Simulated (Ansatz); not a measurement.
Mulliken charges of CH6O2Sn, SMILES `O[CH2][SnH2][OH]` from r2SCAN/def2-TZVPP in Ansatz (PBE0-D4/def2-TZVP geometry).

```json
{"atom": "O1", "x (Å)": "-2.083", "y (Å)": "0.388", "z (Å)": "-0.012", "charge (e)": "-0.360"}
{"atom": "C2", "x (Å)": "-0.764", "y (Å)": "0.725", "z (Å)": "-0.404", "charge (e)": "-0.215"}
{"atom": "Sn3", "x (Å)": "0.541", "y (Å)": "-0.755", "z (Å)": "0.441", "charge (e)": "0.857"}
{"atom": "O4", "x (Å)": "2.303", "y (Å)": "-0.115", "z (Å)": "-0.184", "charge (e)": "-0.584"}
{"atom": "H5", "x (Å)": "-2.691", "y (Å)": "1.036", "z (Å)": "-0.376", "charge (e)": "0.200"}
{"atom": "H6", "x (Å)": "-0.455", "y (Å)": "1.709", "z (Å)": "-0.031", "charge (e)": "0.097"}
{"atom": "H7", "x (Å)": "-0.636", "y (Å)": "0.718", "z (Å)": "-1.492", "charge (e)": "0.096"}
{"atom": "H8", "x (Å)": "0.286", "y (Å)": "-2.327", "z (Å)": "-0.185", "charge (e)": "-0.138"}
{"atom": "H9", "x (Å)": "0.544", "y (Å)": "-0.764", "z (Å)": "2.152", "charge (e)": "-0.138"}
{"atom": "H10", "x (Å)": "3.038", "y (Å)": "-0.666", "z (Å)": "0.093", "charge (e)": "0.187"}
```

Question: By hand: the dipole of these point charges (1 e Å = 4.8032 D).

Answer: Σ q r = (-0.157, -0.132, 0.101) e Å, of length 0.229 e Å = 1.10 D.

Question: How does the dipole of the full density compare? (Estimate.)

Answer: Ansatz gave: (-0.163, 0.079, -0.040) e Å, 0.89 D; the point charges give 1.24 times that, at 75° from its direction.

Point charges leave out the atoms' own dipoles, such as those of lone pairs, and Mulliken's split depends on the basis, so the two needn't agree.
